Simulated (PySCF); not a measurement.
This PySCF input asks for the NMR shieldings of `C/C(=C\OB(N)N)C1CC1`, C$_{6}$H$_{13}$BN$_{2}$O; the geometry comes from GFN2-xTB.

```python
import basis_set_exchange as bse
import numpy as np
from pyscf import gto, dft
from pyscf.prop import nmr

atoms = """
C    -1.153292   -1.850560    0.459637
C    -0.852045   -0.601953   -0.317865
C     0.376499   -0.093878   -0.398984
O     1.446171   -0.666761    0.201434
B     2.680415   -0.072459    0.356609
N     2.957213    1.277695    0.041699
N     3.690116   -0.908038    0.877786
C    -2.016387    0.018981   -1.003306
C    -2.117710    1.493244   -1.250372
C    -2.990975    0.852287   -0.216067
H    -1.562536   -2.617309   -0.198303
H    -0.245496   -2.225268    0.922209
H    -1.893399   -1.646483    1.232996
H     0.568019    0.796430   -0.989237
H     3.857927    1.692087    0.185890
H     2.262339    1.934384   -0.259965
H     4.627178   -0.608584    1.065849
H     3.517664   -1.872633    1.087287
H    -2.460306   -0.625980   -1.755879
H    -1.318643    2.128699   -0.902742
H    -2.569147    1.829484   -2.171979
H    -2.762214    1.047490    0.820572
H    -4.046145    0.746110   -0.418072
"""
names = dict.fromkeys(["C", "O", "B", "N", "H"], "pcSseg-1")
basis = {el: gto.basis.parse(bse.get_basis(n, elements=[el], fmt="nwchem")) for el, n in names.items()}
mol = gto.M(atom=atoms, basis=basis, charge=0, verbose=0)
mf = dft.RKS(mol, xc="PBE0")
mf.grids.level = 2
mf.grids.alignment = dft.numint.BLKSIZE   # the property module wants whole blocks of grid points
mf.conv_tol = 1e-9
mf.kernel()

calc = nmr.RKS(mf)   # GIAO
C = mf.mo_coeff
Co = C[:, mf.mo_occ > 0]
resp = mf.gen_response(singlet=True, hermi=2)
def vind(x):   # induced exchange potential for any number of trial vectors
    d = np.einsum("pi,xij,qj->xpq", C, 2 * x.reshape(-1, C.shape[1], Co.shape[1]), Co, optimize=True)
    return np.einsum("xpq,pi,qj->xij", resp(d - d.transpose(0, 2, 1)), C, Co, optimize=True).ravel()
mo1, _ = nmr.rhf.solve_mo1(calc, with_cphf=vind)
sigma = calc.kernel(mo1)
for i, s in enumerate(sigma):   # ppm
    w = np.linalg.eigvalsh((s + s.T) / 2)
    print("%2d %-2s iso %8.1f  s11 %8.1f  s22 %8.1f  s33 %8.1f" % (i, mol.atom_pure_symbol(i), w.mean(), *w))
```

Task: What does it print?

Result: 
```
 0 C  iso    170.0  s11    153.5  s22    170.8  s33    185.8
 1 C  iso     61.8  s11    -35.3  s22     65.8  s33    155.0
 2 C  iso     45.1  s11    -49.5  s22     81.6  s33    103.2
 3 O  iso    194.5  s11    123.7  s22    136.9  s33    322.9
 4 B  iso     80.5  s11     59.4  s22     85.4  s33     96.8
 5 N  iso    226.7  s11    200.2  s22    222.2  s33    257.8
 6 N  iso    220.2  s11    192.0  s22    203.6  s33    265.1
 7 C  iso    169.2  s11    139.3  s22    153.7  s33    214.6
 8 C  iso    183.0  s11    155.3  s22    178.7  s33    215.0
 9 C  iso    179.3  s11    146.9  s22    174.3  s33    216.8
10 H  iso     30.2  s11     26.1  s22     27.8  s33     36.8
11 H  iso     28.8  s11     22.8  s22     29.6  s33     34.1
12 H  iso     30.2  s11     25.4  s22     29.4  s33     36.0
13 H  iso     25.2  s11     20.3  s22     22.5  s33     33.0
14 H  iso     30.2  s11     23.4  s22     27.4  s33     39.7
15 H  iso     30.0  s11     22.1  s22     28.8  s33     39.1
16 H  iso     30.3  s11     23.5  s22     27.6  s33     39.7
17 H  iso     29.9  s11     23.0  s22     27.7  s33     39.0
18 H  iso     30.4  s11     23.8  s22     28.0  s33     39.6
19 H  iso     31.3  s11     25.0  s22     29.2  s33     39.5
20 H  iso     31.2  s11     25.2  s22     26.8  s33     41.7
21 H  iso     31.8  s11     26.6  s22     29.2  s33     39.7
22 H  iso     31.2  s11     25.6  s22     26.5  s33     41.5
```

These numbers come from an equivalent density-fitted implementation of the same equations, which agrees with the script to about 0.01 ppm for H and up to a few tenths of a ppm for heavy atoms, so last digits may differ.

Size and cost of the density-fitted run: 235 basis functions, 99 s wall time on 1 thread of an Arm Neoverse N1, shared host; peak memory 1.1 GiB.
